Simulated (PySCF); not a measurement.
Constitutional and geometric isomers with formula C2H4B2. Isolated molecules, 0 K electronic values unless said otherwise. One relaxed conformer stands for each flexible species; it need not be the lowest. Strings in code marks are SMILES.

The HOMO–LUMO gap from two functionals at the same geometries (CAM-B3LYP-D3(BJ)/def2-TZVP), both in PySCF: PBE-D3(BJ)/def2-TZVP and CAM-B3LYP-D3(BJ)/def2-TZVP. 

```csv
species,PBE-D3(BJ)/def2-TZVP (eV),CAM-B3LYP-D3(BJ)/def2-TZVP (eV)
`B1CCB=1`,0.88,4.92
`CB=C=B`,4.00,8.15
`CB1B=C1`,3.51,8.03
`BB1C=C1`,4.35,8.90
```

Over these rows, drawn at random from the members with no instability flagged (it was tested for open shells, ions and some series alone), PBE minus CAM-B3LYP-D3(BJ): mean -4.32 eV, from -4.55 eV to -4.04 eV.
